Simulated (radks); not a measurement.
Values are calculated unless marked as measured or tabulated.
Problem. Orbital eigenvalues (eV) of the palladium ion Pd+, [Kr] 4d9, of relativity; Dirac values are averaged over j with weights 2j + 1. Spin-unpolarised spherical Kohn-Sham, PBE, point nucleus unless stated (finite: rms radius 4.5318 fm), a radial shooting solver on a logarithmic mesh with Libxc functionals. A level marked "c x" has the speed of light scaled by that factor and shares open shells by 2j + 1; other Dirac levels either fill j = l - 1/2 first or share by 2j + 1.

| shell | non-rel. |
|---|---|
| 1s | -23446 |
| 2s | -3364.5 |
| 2p | -3125.7 |
| 3s | -612.83 |
| 3p | -517.41 |
| 3d | -341.30 |
| 4s | -90.059 |
| 4p | -60.648 |
| 4d | -14.829 |

Give the values at the level "Dirac, c x 100".

Solution. 
shell  Dirac, c x 100  change of magnitude (%)
1s             -23446                    0.00
2s            -3364.5                    0.00
2p            -3125.7                    0.00
3s            -612.83                    0.00
3p            -517.41                    0.00
3d            -341.30                    0.00
4s            -90.060                    0.00
4p            -60.648                    0.00
4d            -14.829                    0.00
